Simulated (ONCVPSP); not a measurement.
Logarithmic derivatives: tellurium, ONCV

tellurium (Te), optimised norm-conserving Vanderbilt (ONCV), made with ONCVPSP 4.0.1 (PBE, scalar-relativistic). Core [Ar] 3d10, reference 4s2 4p6 4d10 5s2 5p2.5 (charge +1.5). Waves: 4s+5s: rc 1.25 bohr, ncon 3, nbas 6, qcut 7.4 1/bohr, 3 projectors, debl 0.3 Ha; 4p+5p: rc 1.15 bohr, ncon 4, nbas 8, qcut 14.6 1/bohr, 2 projectors; 4d: rc 0.90 bohr, ncon 4, nbas 7, qcut 9.9 1/bohr, local. Local part: the d channel. Core correction: Teter function fitted to the true core (icmod 2), fcfact 0.65.

In the s channel the program set the typed energies aside and used -6.559, -1.028, 0.250 Ha.

The phase is arctan(r·R′/R) of the radial function R(r), unwrapped; energies in Ha, scanned from -8 to 5 Ha. A pole is an energy at which the radial function vanishes at the test radius. The pseudo phase is shifted by a multiple of π to meet the all-electron one at the reference energy, and phase errors are pseudo minus all-electron; the curves can meet again beyond the range given. Levels narrower than the energy grid can be missing from the lists of poles.

| channel | radius (bohr) | reference energy (Ha) | poles, all-electron | poles, pseudo | unbroken range about the reference energy with phases within 0.05 rad | phase error 1 Ha above the reference energy (rad) |
| --- | --- | --- | --- | --- | --- | --- |
| s | 1.27 | -1.03 | -5.85 | -5.85 | the whole range | +0.000 |
| p | 1.17 | -0.66 | -3.05 | -3.05 | the whole range | +0.000 |
| d | 0.91 | -2.05 | 4.87 | 4.75 | the whole range | -0.000 |

Phases in the s channel:

```json
{"E (Ha)": "-7.96", "all-electron": "0.728", "pseudo": "0.729"}
{"E (Ha)": "-7.60", "all-electron": "0.262", "pseudo": "0.262"}
{"E (Ha)": "-7.24", "all-electron": "-0.555", "pseudo": "-0.555"}
{"E (Ha)": "-6.88", "all-electron": "-1.116", "pseudo": "-1.116"}
{"E (Ha)": "-6.52", "all-electron": "-1.369", "pseudo": "-1.369"}
{"E (Ha)": "-6.16", "all-electron": "-1.500", "pseudo": "-1.500"}
{"E (Ha)": "-5.80", "all-electron": "-1.580", "pseudo": "-1.580"}
{"E (Ha)": "-5.44", "all-electron": "-1.637", "pseudo": "-1.637"}
{"E (Ha)": "-5.08", "all-electron": "-1.681", "pseudo": "-1.681"}
{"E (Ha)": "-4.72", "all-electron": "-1.718", "pseudo": "-1.718"}
{"E (Ha)": "-4.36", "all-electron": "-1.751", "pseudo": "-1.751"}
{"E (Ha)": "-4.00", "all-electron": "-1.782", "pseudo": "-1.782"}
{"E (Ha)": "-3.64", "all-electron": "-1.813", "pseudo": "-1.813"}
{"E (Ha)": "-3.28", "all-electron": "-1.845", "pseudo": "-1.845"}
{"E (Ha)": "-2.92", "all-electron": "-1.879", "pseudo": "-1.879"}
{"E (Ha)": "-2.56", "all-electron": "-1.916", "pseudo": "-1.916"}
{"E (Ha)": "-2.20", "all-electron": "-1.958", "pseudo": "-1.958"}
{"E (Ha)": "-1.84", "all-electron": "-2.008", "pseudo": "-2.008"}
{"E (Ha)": "-1.48", "all-electron": "-2.068", "pseudo": "-2.068"}
{"E (Ha)": "-1.12", "all-electron": "-2.143", "pseudo": "-2.143"}
{"E (Ha)": "-0.76", "all-electron": "-2.238", "pseudo": "-2.238"}
{"E (Ha)": "-0.40", "all-electron": "-2.362", "pseudo": "-2.362"}
{"E (Ha)": "-0.04", "all-electron": "-2.528", "pseudo": "-2.528"}
{"E (Ha)": "0.32", "all-electron": "-2.747", "pseudo": "-2.746"}
{"E (Ha)": "0.68", "all-electron": "-3.019", "pseudo": "-3.019"}
{"E (Ha)": "1.04", "all-electron": "-3.319", "pseudo": "-3.318"}
{"E (Ha)": "1.40", "all-electron": "-3.599", "pseudo": "-3.598"}
{"E (Ha)": "1.76", "all-electron": "-3.827", "pseudo": "-3.827"}
{"E (Ha)": "2.12", "all-electron": "-4.000", "pseudo": "-4.000"}
{"E (Ha)": "2.48", "all-electron": "-4.130", "pseudo": "-4.130"}
{"E (Ha)": "2.84", "all-electron": "-4.228", "pseudo": "-4.228"}
{"E (Ha)": "3.20", "all-electron": "-4.303", "pseudo": "-4.303"}
{"E (Ha)": "3.56", "all-electron": "-4.363", "pseudo": "-4.363"}
{"E (Ha)": "3.92", "all-electron": "-4.411", "pseudo": "-4.411"}
{"E (Ha)": "4.28", "all-electron": "-4.450", "pseudo": "-4.450"}
{"E (Ha)": "4.64", "all-electron": "-4.483", "pseudo": "-4.483"}
{"E (Ha)": "5.00", "all-electron": "-4.512", "pseudo": "-4.511"}
```
